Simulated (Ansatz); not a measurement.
`BOC[SiH](F)F` + `[NH2][GeH3]` → `B[NH][GeH3]` + `OC[SiH](F)F`  (ligand exchange at a B–O bond)

Computed with Ansatz on PBE0-D4/def2-TZVP structures; ΔE is electronic, products minus reactants. CCSD(T)/CBS is the MP2 limit (def2-TZVPP, def2-QZVPP) plus CCSD(T) − MP2 in def2-TZVPP, frozen cores. For Ge outer-core shells are correlated without core-valence functions, which leaves a few kJ/mol of doubt a bond. Scalar relativity is left out up to krypton. One conformer a species, not always the lowest.

```
       species  CCSD/CBS(def2) energy (Eh)
`BOC[SiH](F)F`                  -629.81430
 `[NH2][GeH3]`                 -2133.80151
 `B[NH][GeH3]`                 -2159.22480
 `OC[SiH](F)F`                  -604.39006
```

Work out ΔE.

ΔE = (-2159.22480) + (-604.39006) − (-629.81430) − (-2133.80151) = 0.00095 Eh = +2.5 kJ/mol. CCSD(T)/CBS gives +1.9 kJ/mol.

Largest T1 diagnostic among the species: 0.013.

In def2-TZVPP, CCSD(T) changes the Hartree–Fock value by −7.4 kJ/mol (the triples alone add −0.6 kJ/mol) and MP2 by −7.8 kJ/mol.
